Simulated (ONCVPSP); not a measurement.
PW91 ONCV dataset for arsenic (As), scalar-relativistic all-electron reference.

The input file (ONCVPSP 4.0.1):

```
# ATOM AND REFERENCE CONFIGURATION
# atsym  z   nc   nv     iexc    psfile
  As 33.00    6    2  -109134      upf
#
#   n    l    f
    1    0    2.00
    2    0    2.00
    2    1    6.00
    3    0    2.00
    3    1    6.00
    3    2   10.00
    4    0    1.50
    4    1    3.50
#
# PSEUDOPOTENTIAL AND OPTIMIZATION
# lmax
    2
#
#   l,   rc,      ep,       ncon, nbas, qcut
    0    1.75    0.00    4    7    4.10
    1    1.80    0.00    4    7    3.80
    2    1.35    0.32    3    7    7.70
#
# LOCAL POTENTIAL
# lloc, lpopt,  rc(5),   dvloc0
    4    5    1.20   -1.00
#
# VANDERBILT-KLEINMAN-BYLANDER PROJECTORs
# l, nproj, debl
    0    2    1.30
    1    2    3.40
    2    2    1.10
#
# MODEL CORE CHARGE
# icmod, fcfact, rcfact
    2    0.60    1.15
#
# LOG DERIVATIVE ANALYSIS
# epsh1, epsh2, depsh
   -2.00    5.00    0.02
#
# OUTPUT GRID
# rlmax, drl
    6.00    0.01
#
# TEST CONFIGURATIONS
# ncnf
    4
# nvcnf
#   n    l    f
    2
    4    0    2.00
    4    1    3.00
#
    2
    4    0    2.00
    4    1    2.00
#
    2
    4    0    2.00
    4    1    1.00
#
    2
    4    0    2.00
    4    1    2.50
#
```

Command:

```bash
oncvpsp.x < As.dat > As.out
```

Output (shortened: citation, most of the input echo, consistency checks and plot data are left out):

```
ONCVPSP  (Optimized Norm-Conservinng Vanderbilt PSeudopotential)
scalar-relativistic version 4.0.1

#   n    l    f        energy (Ha)
    1    0    2.00    -4.3079583E+02
    2    0    2.00    -5.4679611E+01
    2    1    6.00    -4.7958382E+01
    3    0    2.00    -7.0248944E+00
    3    1    6.00    -4.9460252E+00
    3    2   10.00    -1.5276704E+00
    4    0    1.50    -5.5184413E-01
    4    1    3.50    -2.0472379E-01

Reference configufation results
  iterations    24
  all-electron total energy (Ha)   -2.26112993D+03

Begin loop to  construct optimized pseudo wave functions
and semi-local pseudopoentials for all angular momenta

   Wellstate for l =  0  n =  5
     eigenvalue =   0.7482
     asymptotic potential =   1.2482
     half-point radius =  3.3657

Calculating optimized projector #   1

 for l=   0

    Fraction of norm inside rc  0.454598
    Optimizing pswf for qcut=   4.11 a_B^-1,  ecut=   8.44 Ha
    Residual kinetic energy error=  2.18D-03 Ha

    Energy error per electron        Cutoff
         Ha          eV             Ha
         0.01000     0.27211        6.36
         0.00100     0.02721       13.12
         0.00010     0.00272       34.87
         0.00001     0.00027       42.00

Calculating optimized projector #   2

 for l=   0

    Fraction of norm inside rc  0.182478
    Optimizing pswf for qcut=   4.11 a_B^-1,  ecut=   8.44 Ha
    Residual kinetic energy error=  3.01D-03 Ha

    Energy error per electron        Cutoff
         Ha          eV             Ha
         0.01000     0.27211        6.92
         0.00100     0.02721       10.42
         0.00010     0.00272       30.34
         0.00001     0.00027       53.83

   Wellstate for l =  1  n =  6
     eigenvalue =   3.1953
     asymptotic potential =   3.6953
     half-point radius =  3.2753

Calculating optimized projector #   1

 for l=   1

    Fraction of norm inside rc  0.266170
    Optimizing pswf for qcut=   3.80 a_B^-1,  ecut=   7.23 Ha
    Residual kinetic energy error=  1.57D-03 Ha

    Energy error per electron        Cutoff
         Ha          eV             Ha
         0.01000     0.27211        2.49
         0.00100     0.02721        8.40
         0.00010     0.00272       35.66
         0.00001     0.00027       44.29

Calculating optimized projector #   2

 for l=   1

    Fraction of norm inside rc  0.121005
    Optimizing pswf for qcut=   3.80 a_B^-1,  ecut=   7.23 Ha
    Residual kinetic energy error=  3.29D-02 Ha

    Energy error per electron        Cutoff
         Ha          eV             Ha
         0.01000     0.27211        9.55
         0.00100     0.02721       20.73
         0.00010     0.00272       40.98
         0.00001     0.00027       57.17

   Wellstate for l =  2  n =  4
     eigenvalue =   0.3200
     asymptotic potential =   0.8200
     half-point radius =  4.6547

   Wellstate for l =  2  n =  5
     eigenvalue =   1.4200
     asymptotic potential =   1.9200
     half-point radius =  3.9140

Calculating optimized projector #   1

 for l=   2

    Fraction of norm inside rc  0.033949
    Optimizing pswf for qcut=   7.69 a_B^-1,  ecut=  29.59 Ha
    Residual kinetic energy error=  2.15D-03 Ha

    Energy error per electron        Cutoff
         Ha          eV             Ha
         0.01000     0.27211       23.98
         0.00100     0.02721       48.69
         0.00010     0.00272      141.96

Calculating optimized projector #   2

 for l=   2

    Fraction of norm inside rc  0.069636
    Optimizing pswf for qcut=   7.69 a_B^-1,  ecut=  29.59 Ha
    Residual kinetic energy error=  5.30D-03 Ha

    Energy error per electron        Cutoff
         Ha          eV             Ha
         0.01000     0.27211       17.13
         0.00100     0.02721      130.66
         0.00010     0.00272      232.55

Construct Vanderbilt / Kleinmman-Bylander projectors

B matrix Hermiticity error, ll=   0
   1   2    9.8400E-05

  Orthonormal projector coefficients  9.0430E+00  1.1300E+00

B matrix Hermiticity error, ll=   1
   1   2   -1.9057E-04

  Orthonormal projector coefficients  6.5645E+00  8.6624E-01

B matrix Hermiticity error, ll=   2
   1   2    3.2454E-05

  Orthonormal projector coefficients -1.3755E+01  4.3802E+00

Model core correction analysis
  based on d2Exc/dn_idn_j

d2excae - all-electron derivatives

   -3.106390D-02   -2.430434D-02
   -2.430454D-02   -2.457978D-02

d2excps - pseudofunction derivatives with no core correction

   -4.079787D-02   -2.865827D-02
   -2.866194D-02   -2.645263D-02

rms 2nd derivative error    5.835269E-03

amplitude prefactor, scale prefactor
   15.8140    1.1150

d2excps - pseudofunction derivatives with core correction

   -3.234628D-02   -2.518078D-02
   -2.518147D-02   -2.518335D-02

rms 2nd derivative error    9.415341E-04

Pseudoatom total energy   -6.073184

Diagnostic tests using Vanderbilt-Kleinman-Bylander pseudopotentials
  1 or more projectors used as specified by nproj input data

   l    rcore       rmatch      e in        delta e   norm test  slope test

   0   1.7535594   1.8068013  -0.5518441  -0.0000036   1.0000398   1.0000574
   0   1.7535594   1.8068013   0.7481559  -0.0000006   1.0002077   1.0002077

   1   1.8068013   1.8616597  -0.2047238   0.0000003   1.0000231   0.9999990
   1   1.8068013   1.8616597   3.1952762   0.0000210   1.0003064   1.0003064

   2   1.3558365   1.3970026   0.3200000  -0.0022912   1.0012461   1.0012461
   2   1.3558365   1.3970026   1.4200000  -0.0033743   1.0004224   1.0004224

 Testing for bound ghosts
   n   l    E NL Schr. Eq   E Basis Diag.   E Cutoff

   1   0       -0.551848       -0.549574     60.82

   2   1       -0.204723       -0.191128     67.54

       2                       -1.374765    137.72  WARNING - GHOST(-)

 Testing for highly-localized positive-energy ghosts
       l    <radius>/rc     E Basis Diag.   E Cutoff

       0        0.225740        2.036269     60.82  WARNING - GHOST(+)

Test configuration 0

   n   l     f        eae           eps        diff
   1   0  2.0000 -430.79582919
   2   0  2.0000  -54.67961062
   2   1  6.0000  -47.95838243
   3   0  2.0000   -7.02489441
   3   1  6.0000   -4.94602520
   3   2 10.0000   -1.52767035
   4   0  1.5000   -0.55184413   -0.55184773   -3.60D-06
   4   1  3.5000   -0.20472379   -0.20472348    3.13D-07

    Total energies and differences
      AE_ref= -2.26112993D+03  AE_tst= -2.26112993D+03  dif=  0.00D+00
      PS_ref= -6.07318374D+00  PS_tst= -6.07318374D+00  dif=  1.78D-15
      PSP excitation error= -1.78D-15

Test configuration 1

   n   l     f        eae           eps        diff
   1   0  2.0000 -430.76373654
   2   0  2.0000  -54.64859210
   2   1  6.0000  -47.92741317
   3   0  2.0000   -6.99323719
   3   1  6.0000   -4.91449843
   3   2 10.0000   -1.49691859
   4   0  2.0000   -0.53534247   -0.53502241    3.20D-04
   4   1  3.0000   -0.19266351   -0.19260634    5.72D-05

    Total energies and differences
      AE_ref= -2.26112993D+03  AE_tst= -2.26130238D+03  dif= -1.72D-01
      PS_ref= -6.07318374D+00  PS_tst= -6.24557878D+00  dif= -1.72D-01
      PSP excitation error= -5.15D-05

Test configuration 2

   n   l     f        eae           eps        diff
   1   0  2.0000 -431.12765999
   2   0  2.0000  -55.00959531
   2   1  6.0000  -48.28879834
   3   0  2.0000   -7.35308797
   3   1  6.0000   -5.27431226
   3   2 10.0000   -1.85601956
   4   0  2.0000   -0.86174083   -0.86156479    1.76D-04
   4   1  2.0000   -0.49275583   -0.49260390    1.52D-04

    Total energies and differences
      AE_ref= -2.26112993D+03  AE_tst= -2.26096403D+03  dif=  1.66D-01
      PS_ref= -6.07318374D+00  PS_tst= -5.90729076D+00  dif=  1.66D-01
      PSP excitation error=  1.25D-05

Test configuration 3

   n   l     f        eae           eps        diff
   1   0  2.0000 -431.56290875
   2   0  2.0000  -55.43862204
   2   1  6.0000  -48.71860238
   3   0  2.0000   -7.77953605
   3   1  6.0000   -5.70061934
   3   2 10.0000   -2.28073216
   4   0  2.0000   -1.23349776   -1.23403214   -5.34D-04
   4   1  1.0000   -0.83654212   -0.83651954    2.26D-05

    Total energies and differences
      AE_ref= -2.26112993D+03  AE_tst= -2.26030255D+03  dif=  8.27D-01
      PS_ref= -6.07318374D+00  PS_tst= -5.24583547D+00  dif=  8.27D-01
      PSP excitation error=  3.24D-05

Test configuration 4

   n   l     f        eae           eps        diff
   1   0  2.0000 -430.93570050
   2   0  2.0000  -54.81946758
   2   1  6.0000  -48.09843470
   3   0  2.0000   -7.16369133
   3   1  6.0000   -5.08494432
   3   2 10.0000   -1.66710615
   4   0  2.0000   -0.69175347   -0.69145739    2.96D-04
   4   1  2.5000   -0.33625638   -0.33613933    1.17D-04

    Total energies and differences
      AE_ref= -2.26112993D+03  AE_tst= -2.26117076D+03  dif= -4.08D-02
      PS_ref= -6.07318374D+00  PS_tst= -6.11398752D+00  dif= -4.08D-02
      PSP excitation error= -2.65D-05
```

Note: ghosts flagged at negative energy: d at -37.4 eV; GHOST(+) flagged for s at 55.4 eV. A true bound ghost makes a file unfit for plane-wave use.

The run took about 3.1 s on one core of a shared server CPU.
